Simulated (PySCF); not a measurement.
## OsO2Cl2 relaxed at several levels

Computed with PySCF 2.14.0, def2-SVP on the ligands, density fitting, scalar-relativistic core potentials, no spin-orbit coupling, vacuum. Each row is relaxed at its own level from the same template. Distances are means of the shortest metal–ligand contacts, charges and spins Mulliken's.

| level | basis on the metal | point group | M–O (Å) | M–Cl (Å) | charge on M (e) | dipole (D) | HOMO–LUMO gap (eV) | unstable modes (below −25 cm⁻¹) |
| --- | --- | --- | --- | --- | --- | --- | --- | --- |
| r2SCAN | def2-SVP with ECP60 | C2v | 1.696 | 2.267 | 0.93 | 0.36 | 1.38 | not given |

Question: What does the calculation give for TPSS, def2-SVP with ECP60?

Answer: point group: C2v, M–O (Å): 1.708, M–Cl (Å): 2.281, charge on M (e): 0.87, dipole (D): 0.36, HOMO–LUMO gap (eV): 1.27, unstable modes (below −25 cm⁻¹): not given.
```xyz
5

Os    0.2625    0.2625    0.0000
O     1.4708    0.1520    1.2018
O     0.1520    1.4708   -1.2018
Cl   -1.7891   -0.0375    0.9517
Cl   -0.0375   -1.7891   -0.9517
```

Moved off a saddle point of the template and relaxed again: TPSS, r2SCAN. One start shape was tried for each, so a minimum needn't be the lowest isomer.
